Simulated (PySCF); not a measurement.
Identify the unknown among the candidates.

All candidates are C7H4FN.

* NMR, other nuclei: isotropic shieldings of nuclei other than C and H, by class: -48 (1 N), 274 (1 F) ppm [GIAO PBE0/pcSseg-1]
* Dipole: 3.11 D [PBE0/pcSseg-1]
* Rotational structure: rotational constants A, B, C: 5.680, 0.985, 0.839 GHz [GFN2-xTB]
* 1H NMR: chemical shifts (computed TMS as zero) by class: 8.00 (2 H), 7.46 (2 H) ppm [GIAO PBE0/pcSseg-1]
* 13C NMR: chemical shifts (computed TMS as zero) by class: 175.1 (1 C), 142.4 (2 C), 123.7 (1 C), 122.5 (2 C), 113.2 (1 C) ppm [GIAO PBE0/pcSseg-1]

The electronic properties come from PySCF, for the isolated species, density fitting. Levels stand in brackets. Isolated species at its GFN2-xTB geometry, gas phase. Each NMR value is the plain mean over a class of atoms that symmetry, rotation or inversion makes alike.

Problem. Which candidate is it?
A. `C=C/C(F)=C\C#CC#N`
B. `N#CC1=C[C@H]2[C@@H]3[C@H]2[C@]13F`
C. `N#Cc1ccc(F)cc1`

Solution. C. It is `N#Cc1ccc(F)cc1`. Numbering: `[N:1]#[C:2][c:3]1[cH:4][cH:5][c:6]([F:7])[cH:8][cH:9]1`. Its formula, C7H4FN, gives 6 degrees of unsaturation: 1 ring and 5 π bonds in the structure found (Kekulé form). 7 carbons fall into 5 classes; from least to most shielded: aromatic C–F carbon [C6] (175.1 ppm), aromatic CH carbon [C4/C9] (142.4 ppm, 2 C), nitrile carbon [C2] (123.7 ppm), aromatic CH carbon [C5/C8] (122.5 ppm, 2 C), substituted aromatic carbon [C3] (113.2 ppm). Hydrogen classes from least to most shielded: 2 H on 2 aromatic CH carbons, C4/C9 (8.00 ppm), 2 H on 2 aromatic CH carbons, C5/C8 (7.46 ppm). The other shieldings belong to: -48 ppm, nitrile nitrogen [N1]; 274 ppm, aryl fluorine [F7]. The optimised geometry has point group C2v and is an asymmetric top.

The others, at the same levels:
- `N#CC1=C[C@H]2[C@@H]3[C@H]2[C@]13F` fails: it has 6 carbon classes against 5; its computed 13C shifts are 158.9 (1 C), 121.5 (1 C), 117.7 (1 C), 88.1 (1 C), 56.0 (2 C), 26.6 (1 C) ppm, 1H shifts are 6.85 (1 H), 4.38 (2 H), 1.59 (1 H) ppm and rotational constant A is 3.267 GHz (against 5.680 GHz).
- `C=C/C(F)=C\C#CC#N` fails: it has 7 carbon classes against 5; its computed 13C shifts are 187.0 (1 C), 133.5 (1 C), 133.2 (1 C), 111.5 (1 C), 94.0 (1 C), 83.7 (1 C), 79.6 (1 C) ppm, 1H shifts are 7.07 (1 H), 6.44 (1 H), 6.16 (1 H), 5.56 (1 H) ppm and rotational constant A is 4.314 GHz (against 5.680 GHz).

Each candidate is one conformer, not necessarily the lowest. Dipoles, sizes and rotational constants follow the conformer. The torsions of the flexible species, by atom-mapped SMILES:
- `[CH2:1]=[CH:2]/[C:3]([F:4])=[CH:5]\[C:6]#[C:7][C:8]#[N:9]`: C1–C2–C3–F4 0°

The conformers of `N#CC1=C[C@H]2[C@@H]3[C@H]2[C@]13F` aren't listed.
